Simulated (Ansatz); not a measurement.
KI₂⁻, relaxed as a quintet with UKS PBE0-D4/def2-TZVPD in Ansatz, starting from the PBE0-D4/def2-TZVPD geometry of the charge -1 singlet. Force threshold 0.02 eV/Å.

In the def2 sets I takes a core potential; there is no spin–orbit coupling. The highest occupied level of the charge -1 quintet lies above zero (up to 0.86 eV). It is a level of α spin, whose loss leaves a quartet; that state wasn't run at this geometry and level. The electron is either unbound and held by the finite basis, or the level is raised by self-interaction error. The relaxation made no stability test and no search for a lower SCF solution. At PBE0-D4/def2-TZVPD a singlet of charge -1 lies 8.33 eV below the quintet, each at its own geometry. The structure comes from a short search, and lower isomers may exist.

Start:

```xyz
3

K    -0.0052   -0.0040   -0.0021
I     0.7643   -1.1900    2.9371
I    -0.7591    1.1940   -2.9350
```

```tsv
step	energy (eV)	largest force component (eV/Å)	SCF passes
1	-32520.6855	0.451	161
2	-32520.7721	0.336	27
3	-32520.8968	0.171	117
4	-32520.9597	0.086	70
5	-32520.9920	0.043	121
6	-32521.0130	0.053	27
7	-32521.0691	0.145	28
8	-32521.1039	0.005	28
```

Force components are those of the run's own axes.

End:

| atom | x (Å) | y (Å) | z (Å) |
| --- | --- | --- | --- |
| K1 | -0.0060 | -0.0057 | -0.0007 |
| I2 | 1.0603 | -1.6519 | 4.0761 |
| I3 | -1.0544 | 1.6575 | -4.0754 |

Bonds lost: K1–I2, K1–I3 (atoms count from 1).

No frequencies were taken in this run, so the end may be a saddle point.

Run time 51 s (4 threads of Intel Xeon Platinum 8488C on a shared host), peak host memory 0.9 GiB.
